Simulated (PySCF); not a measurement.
The first ionisation energy along the 4d series

All values are computed (PySCF 2.14, energy differences of UHF-based or UKS calculations, no spin-orbit coupling). Values in eV. The last column holds reference values (NIST; (s) semi-empirical, (t) theoretical, else measured). Unmarked ones compare directly (S terms, centres of terms, or small fine structure); those marked * lie between the lowest fine-structure levels and include a spin-orbit shift.

```json
{"element": "Zr (x2c-SVPall, spin-free X2C)", "configurations": "[Kr] 4d2 5s2 → [Kr] 4d2 5s1", "UHF": "5.210", "MP2 (valence)": "5.976", "SCS-MP2 (valence)": "6.130", "reference": "6.639"}
{"element": "Nb (x2c-SVPall, spin-free X2C)", "configurations": "[Kr] 4d4 5s1 → [Kr] 4d4", "UHF": "6.013", "MP2 (valence)": "6.322", "SCS-MP2 (valence)": "6.116", "reference": "6.776"}
{"element": "Mo (x2c-SVPall, spin-free X2C)", "configurations": "[Kr] 4d5 5s1 → [Kr] 4d5", "UHF": "6.268", "MP2 (valence)": "6.629", "SCS-MP2 (valence)": "6.389", "reference": "7.092"}
{"element": "Tc (x2c-SVPall, spin-free X2C)", "configurations": "[Kr] 4d5 5s2 → [Kr] 4d5 5s1", "UHF": "5.568", "MP2 (valence)": "6.480", "SCS-MP2 (valence)": "6.669", "reference": "7.119"}
{"element": "Ru (x2c-SVPall, spin-free X2C)", "configurations": "[Kr] 4d7 5s1 → [Kr] 4d7", "UHF": "6.303", "MP2 (valence)": "6.844", "SCS-MP2 (valence)": "6.680", "reference": "7.365"}
{"element": "Pd (x2c-SVPall, spin-free X2C)", "configurations": "[Kr] 4d10 → [Kr] 4d9", "UHF": "6.333", "MP2 (valence)": "8.126", "SCS-MP2 (valence)": "7.929", "reference": "8.512"}
{"element": "Ag (x2c-SVPall, spin-free X2C)", "configurations": "[Kr] 4d10 5s1 → [Kr] 4d10", "UHF": "6.342", "MP2 (valence)": "6.951", "SCS-MP2 (valence)": "6.863", "reference": "7.576"}
{"element": "Cd (x2c-SVPall, spin-free X2C)", "configurations": "[Kr] 4d10 5s2 → [Kr] 4d10 5s1", "UHF": "7.348", "MP2 (valence)": "8.436", "SCS-MP2 (valence)": "8.452", "reference": "8.994"}
```

```
           method  elements  mean error (eV)  mean absolute error (eV)  largest error (eV)
              UHF         8           -1.336                     1.336              -2.179
    MP2 (valence)         8           -0.539                     0.539              -0.662
SCS-MP2 (valence)         8           -0.606                     0.606              -0.713
```

Errors include the incompleteness of the basis and the frozen core.

"Valence" correlates the outer s and p shells and, in groups 3 to 12 and the f block, the outer d or f shell, open or full, or the next shell where the ion has no valence electron left; the wider scheme adds the next inner shell.
